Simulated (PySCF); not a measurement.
**Ruthenium: a sound run and one with changed settings**

Sound run: Ru [Kr] 4d7 5s1, Ru⁺ [Kr] 4d7. All numbers are calculated (PySCF 2.14, the spin-free X2C one-electron Hamiltonian (Gaussian nucleus), in x2c-SVPall (6s5p5d1f, 53 functions)). The sound run starts from symmetry-adapted Hartree-Fock orbitals and uses a fine grid where one is needed.

A second run was set up differently.

| species | method | sound run (hartree) | changed run (hartree) | converged |
| --- | --- | --- | --- | --- |
| Ru | UHF | -4527.56940 | -4527.56940 | yes |
| Ru | LDA | -4524.85400 | -4524.85423 | yes |
| Ru | M06-L | -4529.78066 | -4529.84215 | yes |
| Ru⁺ | UHF | -4527.33776 | -4527.33776 | yes |
| Ru⁺ | LDA | -4524.55928 | -4524.55951 | yes |
| Ru⁺ | M06-L | -4529.51905 | -4529.57805 | yes |

Ionisation energy of Ru:

| method | sound run (eV) | changed run (eV) |
| --- | --- | --- |
| UHF | 6.303 | 6.303 |
| LDA | 8.020 | 8.020 |
| M06-L | 7.119 | 7.187 |

**Question.** What was changed?
A. all electrons correlated in a valence basis
B. a valence shell is frozen
C. radial grid too coarse
D. basis contracted for another Hamiltonian

**Answer.** C. It used radial step 0.3 in ln r (0.13 in the sound run). A coarse radial grid mis-integrates the density and the exchange-correlation energy, with errors of either sign; Hartree-Fock needs no grid.
